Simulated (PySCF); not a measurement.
# Unknown compound

Molecular formula: C6H11N2P. Simulated spectra:

1H NMR (500 MHz, computed): δ 8.80 (m, 1H), 2.94 (s, 6H), 2.09 (m, 2H), 2.08 (m, 2H).

13C{1H} NMR (computed): δ 199.7 (CH), 124.3 (C), 43.5 (CH3, 2C), 29.0 (CH2), 22.1 (CH2).

- geometry from GFN2-xTB
- GIAO PBE0/pcSseg-1 shieldings
- program: PySCF 2.14
- one averaged value for each set of equivalent atoms, in vacuum, non-relativistic Hamiltonian, one computed conformer

Shifts are taken against calculated references (same method and geometry level): 1H (31.72 ppm) and 13C (186.93 ppm) vs TMS.

Propose a structure and justify it.

Answers


5 carbon signals for 6 carbons: some carbons are equivalent by symmetry or fast rotation. Carbon types of the structure: 1 × C, 1 × CH, 2 × CH2, 2 × CH3, which accounts for all hydrogens. δC 199.7: carbon double-bonded to a heavier main-group atom. δC 124.3: nitrile carbon; C≡N carbons fall here, among the sp2 signals but without a proton. δC 43.5: methyl carbon bonded to N; pulled downfield by the heteroatom. δC 22.1: sp3 CH2 α to a nitrile; saturated and bonded to C and H only. δH 8.80: hydrogen on a carbon double-bonded to a heavier main-group atom. δH 2.94: hydrogen on a methyl carbon bonded to N; its carbon carries N, which withdraws density. δH 2.09: hydrogen on an sp3 CH2 bonded to P.

Structure: `CN(C)/C=P/CCC#N`.

The shifts were computed for this structure.

Splittings by 31P in the carbon and heteronuclear signals aren't shown, as no couplings were computed. Shifts are as computed. Against solution values, carbons near 30 ppm lie about +3 ppm off and those near 130 ppm about +5 ppm. Of 1211 compounds with measured shifts, 218 miss one by over three times the rms of a fit or turn the order of signals round; such compounds aren't used in these exercises. Multiplicities follow the n + 1 count of equivalent neighbours, as no J values were calculated; m marks all less simple cases, F and P coupling included.
